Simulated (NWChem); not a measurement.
System: AlH2OBr; SMILES [OH][AlH][Br]

Input file for NWChem:

```
start job
memory heap 200 mb stack 900 mb global 1100 mb
geometry units angstroms noautoz
  Al    -0.591242     1.186444     0.000000
  H     -2.144798     1.398230     0.000000
  Br     0.313815    -0.881224     0.000000
  O      0.401918     2.556818     0.000000
  H      1.359780     2.591376     0.000000
end
basis spherical
  Al library def2-svp
  H library def2-svp
  Br library def2-svp
  O library def2-svp
end
dft
  xc xpbe96 cpbe96
  grid fine
  iterations 150
  mulliken
end
task dft gradient
```

Output (shortened):

```
             Northwest Computational Chemistry Package (NWChem) 7.3.0
             --------------------------------------------------------

 CS  symmetry detected

                             Geometry "geometry" -> ""
                             -------------------------

 Output coordinates in angstroms (scale by  1.889725989 to convert to a.u.)

  No.       Tag          Charge          X              Y              Z
 ---- ---------------- ---------- -------------- -------------- --------------
    1 Al                  13.0000    -0.55177694     1.11097497     0.00000000
    2 H                    1.0000    -2.06522566     1.52068528     0.00000000
    3 Br                  35.0000     0.08001238    -1.05587099     0.00000000
    4 O                    8.0000     0.60928153     2.34232987     0.00000000
    5 H                    1.0000     1.56364026     2.25348573     0.00000000

 Effective nuclear repulsion energy (a.u.)     206.2299537740

      Symmetry information
      --------------------

 Group name             Cs
 Group number              2
 Group order               2
 No. of unique centers     5

  pbe96 is a nonlocal functional; adding pw91lda local functional.

                                 NWChem DFT Module
                                 -----------------

 Summary of "ao basis" -> "ao basis" (spherical)
 ------------------------------------------------------------------------------
       Tag                 Description            Shells   Functions and Types
 ---------------- ------------------------------  ------  ---------------------
 Al                         def2-svp                 8       18   4s3p1d
 H                          def2-svp                 3        5   2s1p
 Br                         def2-svp                12       32   5s4p3d
 O                          def2-svp                 6       14   3s2p1d

      Symmetry analysis of basis
      --------------------------

        a'         53
        a"         21

            General Information
            -------------------
          SCF calculation type: DFT
          Wavefunction type:  closed shell.
          No. of atoms     :     5
          No. of electrons :    58
           Alpha electrons :    29
            Beta electrons :    29
          Charge           :     0
          Spin multiplicity:     1
          Use of symmetry is: on ; symmetry adaption is: on
          Maximum number of iterations: 150
          AO basis - number of functions:    74
                     number of shells:    32
          Convergence on energy requested:  1.00D-06
          Convergence on density requested:  1.00D-05
          Convergence on gradient requested:  5.00D-04

              XC Information
              --------------
          PerdewBurkeErnzerhof Exchange Functional  1.000
            Perdew 1991 LDA Correlation Functional  1.000 local
           PerdewBurkeErnz. Correlation Functional  1.000 non-local

             Grid Information
             ----------------
          Grid used for XC integration:  fine
          Radial quadrature: Mura-Knowles
          Angular quadrature: Lebedev.
          Tag              B.-S. Rad. Rad. Pts. Rad. Cut. Ang. Pts.
          ---              ---------- --------- --------- ---------
          Al                  1.25      123           9.0       770
          H                   0.35       60          11.0       590
          Br                  1.15      140          10.0       974
          O                   0.60       70          10.0       590
          Grid pruning is: on
          Number of quadrature shells:   453
          Spatial weights used:  Erf1

      Superposition of Atomic Density Guess
      -------------------------------------

 Sum of atomic energies:       -2889.56693762

      Non-variational initial energy
      ------------------------------

 Total energy =   -2890.067879
 1-e energy   =   -4433.155474
 2-e energy   =    1336.857642
 HOMO         =      -0.398251
 LUMO         =       0.011051

      Symmetry analysis of molecular orbitals - initial
      -------------------------------------------------

  Numbering of irreducible representations:

     1 a'          2 a"

  Orbital symmetries:

     1 a'          2 a'          3 a'          4 a'          5 a"
     6 a'          7 a'          8 a'          9 a'         10 a'
    11 a"         12 a'         13 a'         14 a'         15 a"
    16 a'         17 a'         18 a"         19 a'         20 a"
    21 a'         22 a'         23 a'         24 a'         25 a"
    26 a'         27 a'         28 a"         29 a'         30 a'
    31 a"         32 a'         33 a'         34 a'         35 a'
    36 a'         37 a"         38 a'         39 a"

     ---------------------------------------------
      Total Density - Mulliken Population Analysis
     ---------------------------------------------

    Atom       Charge   Shell Charges
 -----------   ------   -------------------------------------------------------
    1 Al  13    11.85   2.00  1.99  0.79  0.14  5.93  0.53  0.29  0.17
    2 H    1     1.14   0.67  0.46  0.01
    3 Br  35    35.47   2.00  2.00  2.00  1.37  0.58  6.00  5.99  2.41  3.13  8.23  1.73  0.05
    4 O    8     8.89   1.99  1.11  0.64  3.16  1.99  0.00
    5 H    1     0.65   0.52  0.07  0.06

   convergence    iter        energy       DeltaE   RMS-Dens  Diis-err
 ---------------- ----- ----------------- --------- --------- ---------
 d= 0,ls=0.0,diis     1  -2891.9837150574 -3.10D+03  2.42D-02  8.04D-01
 d= 0,ls=0.0,diis     2  -2891.5399606411  4.44D-01  1.88D-02  4.78D+00
 d= 0,ls=0.0,diis     3  -2892.0564309952 -5.16D-01  4.75D-03  1.11D-01
 d= 0,ls=0.0,diis     4  -2892.0653619926 -8.93D-03  2.28D-03  2.68D-02
 d= 0,ls=0.0,diis     5  -2892.0685961814 -3.23D-03  4.23D-04  8.69D-04
  Resetting Diis
 d= 0,ls=0.0,diis     6  -2892.0687260558 -1.30D-04  6.07D-05  2.43D-05
 d= 0,ls=0.0,diis     7  -2892.0687293659 -3.31D-06  2.86D-05  1.11D-06
 d= 0,ls=0.0,diis     8  -2892.0687290420  3.24D-07  1.70D-05  4.17D-06
 d= 0,ls=0.0,diis     9  -2892.0687295052 -4.63D-07  3.72D-06  1.29D-07

         Total DFT energy =    -2892.068729505198
      One electron energy =    -4435.325646807299
           Coulomb energy =     1455.784434047319
    Exchange-Corr. energy =     -118.757470519194
 Nuclear repulsion energy =      206.229953773974

 Numeric. integr. density =       57.999999879296

                  Occupations of the irreducible representations
                  ----------------------------------------------

                     irrep           alpha         beta
                     --------     --------     --------
                     a'               22.0         22.0
                     a"                7.0          7.0

                       DFT Final Molecular Orbital Analysis
                       ------------------------------------

 Vector   27  Occ=2.000000D+00  E=-2.844245D-01  Symmetry=a'
              MO Center= -1.5D-01,  1.1D+00,  5.7D-15, r^2= 4.2D+00
   Bfn.  Coefficient  Atom+Function         Bfn.  Coefficient  Atom+Function
  ----- ------------  ---------------      ----- ------------  ---------------
    60      0.389597  4 O  py                39      0.308957  3 Br py
    36      0.285138  3 Br py                63      0.273125  4 O  py
    19     -0.220860  2 H  s                 20     -0.214350  2 H  s
    33     -0.189058  3 Br py                38     -0.146771  3 Br px
    58      0.143789  4 O  s                  3     -0.137525  1 Al s

 Vector   28  Occ=2.000000D+00  E=-2.670431D-01  Symmetry=a"
              MO Center=  1.7D-01, -2.7D-01, -7.1D-15, r^2= 3.2D+00
   Bfn.  Coefficient  Atom+Function         Bfn.  Coefficient  Atom+Function
  ----- ------------  ---------------      ----- ------------  ---------------
    40      0.536151  3 Br pz                37      0.464986  3 Br pz
    34     -0.311689  3 Br pz                61     -0.295915  4 O  pz
    64     -0.226953  4 O  pz                31      0.101435  3 Br pz
    15     -0.062798  1 Al d -1

 Vector   29  Occ=2.000000D+00  E=-2.604050D-01  Symmetry=a'
              MO Center=  1.7D-02, -5.3D-01, -6.6D-15, r^2= 2.9D+00
   Bfn.  Coefficient  Atom+Function         Bfn.  Coefficient  Atom+Function
  ----- ------------  ---------------      ----- ------------  ---------------
    38      0.529414  3 Br px                35      0.473649  3 Br px
    32     -0.315219  3 Br px                60      0.207133  4 O  py
    39      0.162124  3 Br py                63      0.143475  4 O  py
    36      0.139586  3 Br py                19      0.106197  2 H  s
    29      0.102539  3 Br px                20      0.100697  2 H  s

 Vector   30  Occ=0.000000D+00  E=-5.393314D-02  Symmetry=a"
              MO Center= -5.5D-01,  1.0D+00,  9.9D-16, r^2= 3.9D+00
   Bfn.  Coefficient  Atom+Function         Bfn.  Coefficient  Atom+Function
  ----- ------------  ---------------      ----- ------------  ---------------
    13      0.750985  1 Al pz                10      0.386191  1 Al pz
    40     -0.273800  3 Br pz                61     -0.226084  4 O  pz
    64     -0.225034  4 O  pz                 7     -0.193537  1 Al pz
    37     -0.170238  3 Br pz                34      0.110163  3 Br pz
    52      0.062567  3 Br d -1              17      0.048194  1 Al d  1

 Vector   31  Occ=0.000000D+00  E=-3.487490D-02  Symmetry=a'
              MO Center= -1.8D-01,  9.5D-01,  1.4D-13, r^2= 4.6D+00
   Bfn.  Coefficient  Atom+Function         Bfn.  Coefficient  Atom+Function
  ----- ------------  ---------------      ----- ------------  ---------------
     4      1.106685  1 Al s                 20     -0.553746  2 H  s
    39     -0.415319  3 Br py                58     -0.402787  4 O  s
     3      0.384204  1 Al s                 28     -0.313238  3 Br s
    27     -0.257018  3 Br s                  2      0.238633  1 Al s
    19     -0.211664  2 H  s                 36     -0.206650  3 Br py

 Vector   32  Occ=0.000000D+00  E= 2.080326D-02  Symmetry=a'
              MO Center= -2.5D-01,  1.2D+00, -1.6D-14, r^2= 5.7D+00
   Bfn.  Coefficient  Atom+Function         Bfn.  Coefficient  Atom+Function
  ----- ------------  ---------------      ----- ------------  ---------------
    12      0.904411  1 Al py                58     -0.641292  4 O  s
    71      0.465171  5 H  s                 11      0.445427  1 Al px
    28      0.417569  3 Br s                 20      0.330828  2 H  s
     3     -0.295386  1 Al s                 38     -0.290309  3 Br px
    39      0.287176  3 Br py                 4     -0.230890  1 Al s

     ---------------------------------------------
      Total Density - Mulliken Population Analysis
     ---------------------------------------------

    Atom       Charge   Shell Charges
 -----------   ------   -------------------------------------------------------
    1 Al  13    12.41   2.00  1.98  0.88  0.05  5.92  0.84  0.49  0.26
    2 H    1     1.12   0.71  0.40  0.01
    3 Br  35    35.27   2.00  2.00  1.99  1.46  0.50  6.00  5.97  2.38  2.96  8.18  1.75  0.08
    4 O    8     8.39   1.99  1.07  0.64  2.88  1.81  0.01
    5 H    1     0.81   0.68  0.06  0.07

     -------------------------------------------
      Total Density - Lowdin Population Analysis
     -------------------------------------------

    Atom       Charge   Shell Charges
 -----------   ------   -------------------------------------------------------
    1 Al  13    12.71   2.00  1.94  0.60  0.28  5.81  0.95  0.71  0.44
    2 H    1     1.12   0.62  0.49  0.01
    3 Br  35    35.08   2.00  2.00  1.96  1.14  0.71  5.99  5.81  2.46  2.98  7.83  2.04  0.15
    4 O    8     8.18   1.97  0.87  0.59  2.70  2.04  0.01
    5 H    1     0.91   0.55  0.17  0.19

     Multipole analysis of the density
     ---------------------------------

     L   x y z        total         alpha         beta         nuclear
     -   - - -        -----         -----         ----         -------
     0   0 0 0     -0.000000    -29.000000    -29.000000     58.000000

     1   1 0 0      0.387226      0.193613      0.193613     -0.000000
     1   0 1 0      0.209897      0.104949      0.104949     -0.000000
     1   0 0 1      0.000000      0.000000      0.000000      0.000000

     2   2 0 0    -26.064698    -37.783289    -37.783289     49.501881
     2   1 1 0      1.728855     -0.696410     -0.696410      3.121676
     2   1 0 1     -0.000000     -0.000000     -0.000000      0.000000
     2   0 2 0    -30.225861   -205.001471   -205.001471    379.777081
     2   0 1 1      0.000000      0.000000      0.000000      0.000000
     2   0 0 2    -25.813807    -12.906903    -12.906903      0.000000

            General Information
            -------------------
          SCF calculation type: DFT
          Wavefunction type:  closed shell.
          No. of atoms     :     5
          No. of electrons :    58
           Alpha electrons :    29
            Beta electrons :    29
          Charge           :     0
          Spin multiplicity:     1
          Use of symmetry is: on ; symmetry adaption is: on
          Maximum number of iterations: 150
          AO basis - number of functions:    74
                     number of shells:    32
          Convergence on energy requested:  1.00D-06
          Convergence on density requested:  1.00D-05
          Convergence on gradient requested:  5.00D-04

              XC Information
              --------------
          PerdewBurkeErnzerhof Exchange Functional  1.000
            Perdew 1991 LDA Correlation Functional  1.000 local
           PerdewBurkeErnz. Correlation Functional  1.000 non-local

             Grid Information
             ----------------
          Grid used for XC integration:  fine
          Radial quadrature: Mura-Knowles
          Angular quadrature: Lebedev.
          Tag              B.-S. Rad. Rad. Pts. Rad. Cut. Ang. Pts.
          ---              ---------- --------- --------- ---------
          Al                  1.25      123           9.0       770
          H                   0.35       60          11.0       590
          Br                  1.15      140          10.0       974
          O                   0.60       70          10.0       590
          Grid pruning is: on
          Number of quadrature shells:   453
          Spatial weights used:  Erf1

          Convergence Information
          -----------------------
          Convergence aids based upon iterative change in
          total energy or number of iterations.
          Levelshifting, if invoked, occurs when the
          HOMO/LUMO gap drops below (HL_TOL):  1.00D-02
          DIIS, if invoked, will attempt to extrapolate
          using up to (NFOCK): 10 stored Fock matrices.

                    Damping( 0%)  Levelshifting(0.5)       DIIS
                  --------------- ------------------- ---------------
          dE  on:    start            ASAP                start
          dE off:    2 iters        150 iters           150 iters

                            NWChem DFT Gradient Module
                            --------------------------

  charge          =   0.00
  wavefunction    = closed shell

  Using symmetry

                         DFT ENERGY GRADIENTS

    atom               coordinates                        gradient
                 x          y          z           x          y          z
   1 Al     -1.042707   2.099438   0.000000    0.003307   0.003606   0.000000
   2 H      -3.902711   2.873678   0.000000    0.002713  -0.001315   0.000000
   3 Br      0.151201  -1.995307   0.000000   -0.001028   0.004563   0.000000
   4 O       1.151375   4.426362   0.000000    0.005616  -0.008129   0.000000
   5 H       2.954852   4.258471   0.000000   -0.010609   0.001276   0.000000
```

Level: PBE/def2-SVP. The geometry was optimised at PBE0/def2-SVP.
